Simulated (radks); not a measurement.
Problem. Coherent X-ray form factor from a spherical all-electron density. Method: non-relativistic Kohn-Sham, LDA (Slater exchange, Perdew-Wang correlation), spin-polarised, spherical densities, point nucleus; computed with a radial shooting solver on a logarithmic mesh with Libxc functionals.

sin(theta)/lambda (1/angstrom)  f0 (electrons)
0.05                                    18.833
0.1                                     18.347
0.15                                    17.586
0.2                                     16.617
0.25                                    15.515
0.3                                     14.355
0.4                                     12.110
0.5                                     10.230
0.6                                      8.819
0.8                                      7.115
1                                        6.147
1.25                                     5.163
1.5                                      4.222
2                                        2.720

The species is in the configuration that NIST lists as its ground one. Which atom or ion scatters so?

Solution. The chromium ion Cr5+, [Ar] 3d1. Extrapolating in s^2 from the first two rows gives f0(0) = 19.0, near the electron count 19; among species with that count, the fall with angle is slower the higher Z, and the table is that of Z = 24; from so few rows the species is fixed only to a neighbour or two.
